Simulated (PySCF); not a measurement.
**LiI⁺ from Hartree–Fock to correlated methods**

State: ²Π (doublet), unpaired electrons π ↑. Set-up: Li x2c-SVPall, I x2c-SVPall; spin-free X2C with a Gaussian nucleus (PySCF 2.14). De refers to Li⁺ + I in their high-spin ground configurations, without counterpoise correction. The functionals are run spin-unrestricted. A positive dipole points towards I; it is taken about the centre of mass and depends on that origin.

| Level | Re (Å) | ωe (cm⁻¹) | De (eV) | μ (D) | CPU s a point (SCF and correlation, without the integrals) |
| --- | --- | --- | --- | --- | --- |
| UHF | 2.787 | 268 | 0.65 | -10.24 | 0.075 |
| UHF-MP2 | 2.784 | 270 | 0.68 | n/a | 0.13 |
| UHF-SCS-MP2 | 2.786 | 269 | 0.68 | n/a | n/a |
| UHF-CCSD | 2.783 | 271 | 0.69 | n/a | n/a |
| UHF-CCSD(T) | 2.782 | 271 | 0.70 | n/a | 1.2 |
| PBE | 2.728 | 284 | 0.77 | -9.58 | 0.51 |
| r²SCAN | 2.771 | 267 | 0.63 | -10.04 | 0.7 |
| M06-L | 2.834 | 234 | 0.56 | -10.36 | 0.67 |
| PBE0 | 2.726 | 284 | 0.73 | -9.72 | 0.81 |
| BHandHLYP | 2.716 | 290 | 0.75 | -9.70 | 0.39 |
| CAM-B3LYP | 2.705 | 292 | 0.77 | -9.59 | 1.1 |
| B2PLYP | 2.738 | 283 | 0.74 | -9.82 | 0.44 |

The bond length runs from 2.705 Å (CAM-B3LYP) to 2.834 Å (M06-L). De spans 0.56 eV (M06-L, meta-GGA) to 0.77 eV (CAM-B3LYP, range-separated hybrid). Correlation at CCSD(T) changes the Hartree–Fock bond energy by +0.05 eV; the triples alone change it by +0.01 eV.

Correlated steps freeze 18 core orbitals. Correlated levels converge slowly with the basis: in double zeta they bind strong bonds too weakly, by up to about 1 eV, and carry superposition errors of some tenths. These are scalar-relativistic numbers at best; spin–orbit coupling would shift them, the dissociation energy most. For an ion De counts to the pair picked by the measured ionisation energies or electron affinities, which need not be the lowest pair at this level. B2PLYP dipoles, levels and charges come from its SCF part alone. The state was picked by a PBE0 search and need not be the measured ground state.

The whole job (state search and all levels along the bond) took about 1.6 min on 1 thread of Arm Neoverse V1 (shared host), peak memory 0.5 GiB.
